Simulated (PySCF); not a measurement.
Diallyl carbonate, C7H10O3.
SMILES with atom numbers: `[CH2:1]=[CH:2][CH2:3][O:4][C:5](=[O:6])[O:7][CH2:8][CH:9]=[CH2:10]` (hydrogens: H11, H12 on C1; H13 on C2; H14, H15 on C3; H16, H17 on C8; H18 on C9; H19, H20 on C10)

The same species was optimised twice, with GFN2-xTB and with PBE0-D3(BJ)/def2-SVP (PySCF), and the same property calculations (PySCF, gas phase) were run on both structures.

```
     coordinate  GFN2-xTB  PBE0-D3(BJ)/def2-SVP  change
     C9=C10 (Å)     1.319                 1.332  +0.013
      C1=C2 (Å)     1.319                 1.332  +0.013
      C3–O4 (Å)     1.432                 1.426  -0.006
      C2–C3 (Å)     1.494                 1.490  -0.004
      C8–C9 (Å)     1.499                 1.494  -0.005
      C5=O6 (Å)     1.199                 1.202  +0.003
      O7–C8 (Å)     1.433                 1.430  -0.003
      O4–C5 (Å)     1.331                 1.328  -0.003
      C5–O7 (Å)     1.332                 1.330  -0.002
   C3–O4–C5 (°)     115.9                 115.4    -0.5
   C5–O7–C8 (°)     116.0                 115.5    -0.5
  C8–C9–C10 (°)     123.9                 123.5    -0.4
   C1–C2–C3 (°)     124.1                 124.3    +0.2
   O6–C5–O7 (°)     126.0                 126.2    +0.2
   O4–C5–O7 (°)     108.4                 108.3    -0.1
   O7–C8–C9 (°)     111.1                 111.0    -0.1
   C2–C3–O4 (°)     108.4                 108.4     0.0
C1–C2–C3–O4 (°)       134                   130      -4
C2–C3–O4–C5 (°)       162                   170      +8
C3–O4–C5–O6 (°)         0                     0       0
O4–C5–O7–C8 (°)      -177                  -175      +2
```

Rotational constants: A = 4347, B = 514.8, C = 496.8 MHz (GFN2-xTB) against A = 3870, B = 533.8, C = 516.0 MHz (PBE0-D3(BJ)/def2-SVP). Point groups within 0.08 Å: C1 and C1.

On the GFN2-xTB structure: HOMO (eV) -7.85 [PBE0/pcSseg-1]; LUMO (eV) -0.08 [PBE0/pcSseg-1]; dipole (D) 0.25 [PBE0/pcSseg-1]; GIAO shielding of C1/C10 (mean) (ppm) 60.6 [PBE0/pcSseg-1]; GIAO shielding of C2/C9 (mean) (ppm) 44.4 [PBE0/pcSseg-1]; GIAO shielding of C3/C8 (mean) (ppm) 113.9 [PBE0/pcSseg-1]; GIAO shielding of O4/O7 (mean) (ppm) 167.1 [PBE0/pcSseg-1]; GIAO shielding of C5 (ppm) 24.6 [PBE0/pcSseg-1]; GIAO shielding of O6 (ppm) 27.3 [PBE0/pcSseg-1].

Question: What do these properties become on the PBE0-D3(BJ)/def2-SVP structure?

Answer: 
```csv
property,level,on GFN2-xTB,on PBE0-D3(BJ)/def2-SVP,change
HOMO (eV),PBE0/pcSseg-1,-7.85,-7.84,+0.01
LUMO (eV),PBE0/pcSseg-1,-0.08,-0.18,-0.10
dipole (D),PBE0/pcSseg-1,0.25,0.32,+0.07
"energy, GFN2-xTB geometry as zero (kcal/mol)",PBE0/pcSseg-1,0.0,-0.6,-0.6
GIAO shielding of C1/C10 (mean) (ppm),PBE0/pcSseg-1,60.6,54.7,-5.9
GIAO shielding of C2/C9 (mean) (ppm),PBE0/pcSseg-1,44.4,42.9,-1.5
GIAO shielding of C3/C8 (mean) (ppm),PBE0/pcSseg-1,113.9,114.8,+0.9
GIAO shielding of O4/O7 (mean) (ppm),PBE0/pcSseg-1,167.1,165.9,-1.2
GIAO shielding of C5 (ppm),PBE0/pcSseg-1,24.6,24.3,-0.3
GIAO shielding of O6 (ppm),PBE0/pcSseg-1,27.3,25.2,-2.1
```

The heavy atoms differ by 0.131 Å rms after alignment. Among bonds between heavy atoms C1=C2 and C9=C10 change most and about equally (+0.013 Å). Changes are differences of the printed values. Neither structure is proved a minimum here.
